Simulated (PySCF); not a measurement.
These 2 structures share the formula C6H9BN2. Method used: PBE0-D3(BJ)/def2-SVP geometry optimisation, gas phase (PySCF 2.14.0). One conformer each; no zero-point energy, no entropy. No frequencies were run at this level. Point groups hold within 0.08 Å.

Question: Rank from lowest to highest electronic energy at this level (kJ/mol).
A. `CB(C)c1cnccn1`
B. `[CH3:1][C:2]#[N+:3][BH2-:4][n:5]1[cH:6][cH:7][cH:8][cH:9]1` with N3–B4–N5–C6 85°

Answer: A (0.0), B (12.1).

As drawn, the higher has a B–N bond, which the lower lacks.

```tsv
SMILES	E (Eh)	E rel (kJ/mol)	dipole (D)	point group	A, B, C (MHz)
CB(C)c1cnccn1	-367.71782	0.0	0.23	C1	3384, 1175, 884.9
CC#[N+][BH2-]n1cccc1	-367.71320	12.1	8.55	near Cs	3443, 855.7, 813.5
```

As an exercise, what shares would exp(−E/RT) give at 2000 K from these electronic energies alone (no entropy, no degeneracies)?

RT = 16.629 kJ/mol: CB(C)c1cnccn1 67.5 %, CC#[N+][BH2-]n1cccc1 32.5 %.
